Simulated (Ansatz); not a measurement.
Cost and result for the atomization energy of CH₄FNOSi, SMILES `OC1(F)N[SiH2]1` (9 atoms, 9 bonds).

Z-matrix (Å, degrees):
```
C
F 1 1.383
N 1 1.435 2 112.4
O 1 1.359 2 109.8 3 -134.0
Si 1 1.845 2 117.3 3 69.3
H 3 1.011 1 119.5 2 -18.4
H 4 0.966 1 108.6 2 78.0
H 5 1.480 1 117.5 2 4.2
H 5 1.478 1 126.1 2 163.2
```

Charge 0, multiplicity 1. The geometry is a stationary point of PBE0-D4/def2-TZVP. It is one conformer, not always the lowest. Program: Ansatz. All runs use 2 threads of an Arm Neoverse V1 on a shared host. Times are those of one run each, without the atoms' runs, and a repeat can differ threefold. Electronic energies, without spin–orbit coupling; frozen cores. CCSD(T)/CBS adds CCSD(T) − MP2 in def2-TZVPP to the MP2 limit, and its time is that of the two runs behind it. T1 = 0.013.

CCSD(T)/CBS is a level of theory with its own doubt, some kJ/mol a heavy atom from the limit and from the frozen cores, so smaller differences don't rank the functionals.

```csv
level,functions,wall time,atomization (kJ/mol),difference from CCSD(T)/CBS,per bond
LDA (SPW92)/def2-TZVPP,222,1.6 s,3807.3,616.3,68.5
revPBE-D4/def2-TZVPP,222,2.8 s,3197.6,6.6,0.7
BLYP-D4/def2-TZVPP,222,2.9 s,3214.7,23.7,2.6
CCSD(T)/def2-SVP,94,6 s,2945.6,-245.4,-27.3
r2SCANh-D4/def2-TZVPP,222,6.5 s,3163.3,-27.7,-3.1
B2PLYP/def2-TZVPP,222,7.5 s,3148.9,-42.1,-4.7
PBE-QIDH/def2-TZVPP,222,8 s,3149.6,-41.4,-4.6
ωB97X-V/def2-TZVPP,222,11 s,3217.7,26.7,3.0
B97M-V/def2-TZVPP,222,12 s,3194.1,3.1,0.3
ωB97M-V/def2-TZVPP (with forces),222,16 s,3213.4,22.4,2.5
MP2/def2-QZVPP,418,28 s,3235.9,44.9,5.0
CCSD(T)/def2-TZVPP,222,2.7 min,3077.4,-113.6,-12.6
CCSD(T)/CBS(def2),–,3.2 min,3191.0,0.0,0.0
```

From r2SCAN to r2SCAN0 (25 % exact exchange), in def2-TZVPP and without D4, the atomization energy moves by −90.0 kJ/mol: exact exchange takes away binding that semilocal exchange gives to molecules. The D4 term adds +27.5 kJ/mol with B3LYP and +14.1 kJ/mol with PBE0; it sums over pairs of atoms, weighted by their polarisabilities, and B3LYP, whose exchange is more repulsive, gets the larger term. In def2-TZVPP, CCSD(T) changes the Hartree–Fock value by +1005.4 kJ/mol (the triples alone add +67.6 kJ/mol) and MP2 by +1096.0 kJ/mol; breaking electron pairs costs correlation energy, which Hartree–Fock lacks.

B3LYP here is the variant with VWN-RPA as its local correlation; programs differ in this.
